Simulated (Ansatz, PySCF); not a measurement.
Reaction (SMILES): COC=O [methyl formate] + C (CH4) + O (H2O) → C=O (CH2O) [formaldehyde] + 2 CO (CH4O)
Each molecule is optimised on its own at B3LYP-D3(BJ)/def2-TZVP (Ansatz, a quantum-chemistry and plane-wave program), one conformer each, not searched for the lowest.

Wanted: bond separation energy (0 K, with B3LYP-D3(BJ) harmonic zero-point energies from PySCF), in kcal/mol. Cores are frozen in the correlated levels unless marked. No spin-orbit coupling. No relativistic terms. CBS marks a two-point X^-3 extrapolation of the correlation energy; Hartree-Fock from the larger set. The bracket is a focal-point correction in the basis named.

```tsv
level	program	bond separation energy (kcal/mol)
revPBE-D3(BJ)/def2-TZVPD	Ansatz + dftd3	39.5
r2SCAN-D3(BJ)/def2-TZVPD	Ansatz + dftd3	42.3
PBE0/def2-SVP	Ansatz	40.2
PBE0/def2-TZVP	Ansatz	39.5
r2SCANh-D4/def2-TZVPD	Ansatz + dftd4	41.9
RPA@PBE/cc-pVTZ	Ansatz	36.5
SCS-MP2/STO-3G	Ansatz	27.2
CCSD(T) with core electrons/cc-pwCVTZ	Ansatz	39.3
RI-MP2/CBS(cc-pVTZ,cc-pVQZ)+[CCSD(T)-MP2]/cc-pVDZ	Ansatz	38.6
RI-MP2/CBS(aug-cc-pVTZ,aug-cc-pVQZ)+[CCSD(T)-MP2]/aug-cc-pVTZ	Ansatz	38.9
```
